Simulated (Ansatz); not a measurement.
C3H4BF can be A, `FC1=CCB1`, or B, `BC1(F)C=C1`.

Calculated with Ansatz (gas phase, PBE0-D4/def2-TZVP geometries, no zero-point term in ΔE). CBS: MP2 limit from def2 TZ/QZ plus the TZ coupled-cluster correction, frozen cores. DFT in def2-TZVPP.

(1) Which is lower in electronic energy at CCSD(T)/CBS, and by how much? (Best estimate.)

(2) Give E(B) − E(A) in kcal/mol with r2SCAN-D4, HF/def2-TZVPP, BLYP-D4, PBE0-D4, MP2/def2-TZVPP, B2PLYP, LDA (SPW92). (Estimate.)

(3) Does the order hold for the free energy at 298.15 K (harmonic terms from PBE0-D4)? (Best estimate.)

Largest T1 diagnostic: 0.012.

Answers

(1) Computed: A, by 31.5 kcal/mol.

(2) Computed: r2SCAN-D4 32.5, HF/def2-TZVPP 28.6, BLYP-D4 28.9, PBE0-D4 34.2, MP2/def2-TZVPP 32.5, B2PLYP 30.9, LDA (SPW92) 36.8. None reverses the order clearly.

(3) The calculation gave: Yes: G(B) − G(A) = +27.8 kcal/mol.

From r2SCAN to r2SCAN0 (25 % exact exchange), in def2-TZVPP and without D4, E(B) − E(A) moves by +0.9 kcal/mol. In def2-TZVPP, CCSD(T) changes the Hartree–Fock value by +3.7 kcal/mol (the triples alone add +0.6 kcal/mol) and MP2 by +3.9 kcal/mol.
